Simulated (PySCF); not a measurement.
C2H2O3Si, SMILES O=C1OC(=O)[SiH2]1. Heavy atoms are numbered as in [O:1]=[C:2]1[O:3][C:4](=[O:5])[SiH2:6]1. Hydrogens are named by the atom that carries them.

Geometry: TPSSh-D3(BJ)/def2-SVP.

Level of theory: M06-2X/def2-TZVP in PySCF.

Atomic charges (e), one atom of each kind:

```tsv
atom	Löwdin	meta-Löwdin
O1	0.15	?
C2	-0.49	?
O3	0.25	?
Si6 (SiH2)	0.43	0.52
H on Si6	-0.01	-0.05
```

**Question.** What belongs in the gaps? (Estimate from the structure and the level; the computed values follow.)

**Answer.** 
- O1, meta-Löwdin: -0.36
- C2, meta-Löwdin: 0.32
- O3, meta-Löwdin: -0.35

Computed Mayer and Wiberg (Löwdin basis) orders of the bonds:
```csv
bond,Mayer,Wiberg
O1–C2,2.13,2.84
C2–O3,0.99,1.47
O3–C4,0.99,1.47
C4–O5,2.13,2.84
C2–Si6,0.89,0.99
C4–Si6,0.89,0.99
```
